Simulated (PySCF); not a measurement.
(3R)-1-fluoro-3-methylcyclobutene (C5H7F), SMILES C1=C(F)C[C@H]1C.

Geometry: r2SCAN-D4/def2-SVP.

The numbers are results of TDDFT-PBE/def2-SVPD in PySCF, not measurements.

Vertical excitations. The molecule is in vacuum.

Problem. List the lowest excited states. (Estimate from the structure and the level; the computed values follow.)

Solution. 
```tsv
state	energy (eV)	λ (nm)	f	main pairs
S1	6.08	204	0.022	HOMO→LUMO+1 83 %, HOMO→LUMO 16 %
S2	6.56	189	0.052	HOMO→LUMO+2 46 %, HOMO→LUMO 29 %, HOMO→LUMO+3 13 %, HOMO→LUMO+1 8 %
S3	6.65	186	0.047	HOMO→LUMO+2 54 %, HOMO→LUMO 21 %, HOMO→LUMO+3 13 %
S4	7.04	176	0.031	HOMO→LUMO+4 63 %, HOMO→LUMO+3 36 %
S5	7.28	170	0.038	HOMO→LUMO+3 30 %, HOMO→LUMO+4 24 %, HOMO−1→LUMO 20 %, HOMO→LUMO 17 %
S6	7.41	167	0.029	HOMO−1→LUMO 78 %
S7	7.52	165	0.011	HOMO→LUMO+5 96 %
S8	7.63	162	0.013	HOMO−2→LUMO 91 %
S9	7.90	157	0.006	HOMO→LUMO+6 50 %, HOMO−3→LUMO 45 %
S10	7.93	156	0.006	HOMO−3→LUMO 51 %, HOMO→LUMO+6 46 %
T1	4.42	280	0	HOMO→LUMO 97 %
T2	6.02	206	0	HOMO→LUMO+1 99 %
T3	6.51	190	0	HOMO→LUMO+2 99 %
T4	6.87	180	0	HOMO→LUMO+3 98 %
```
Triplets are in the Tamm–Dancoff approximation, which puts them higher than full response would, so one can lie above its singlet here.
